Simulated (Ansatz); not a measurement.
Input file for Ansatz (a program for electronic structure): R-B3LYP-D3(BJ)/def2-TZVP on H2O3Si (SMILES O=[Si](O)O).

Ansatz 0.2 input:
```yaml
crystal:
  periodic: [false, false, false]
  atoms:
    - {symbol: Si, position_ang: [0.00000000, 0.12670000, 0.00000000]}
    - {symbol: O, position_ang: [0.00000000, 1.64670000, 0.00000000]}
    - {symbol: O, position_ang: [1.37000000, -0.73330000, 0.00000000]}
    - {symbol: O, position_ang: [-1.37000000, -0.73330000, 0.00000000]}
    - {symbol: H, position_ang: [2.14000000, -0.15330000, 0.00000000]}
    - {symbol: H, position_ang: [-2.14000000, -0.15330000, 0.00000000]}
basis:
  gaussian:
    orbitals: def2-TZVP
hamiltonian:
  xc: b3lyp
  dispersion: d3bj
relax: {f_tol: 0.004, max_steps: 120}
scf: {lower_state_search: off}
```

Q: What total energy does the run end on?

A: -516.6255 hartree.

Q: How many basis functions does it have, and what does it roughly cost on one machine?

A: 142 functions; roughly 26 core-seconds.
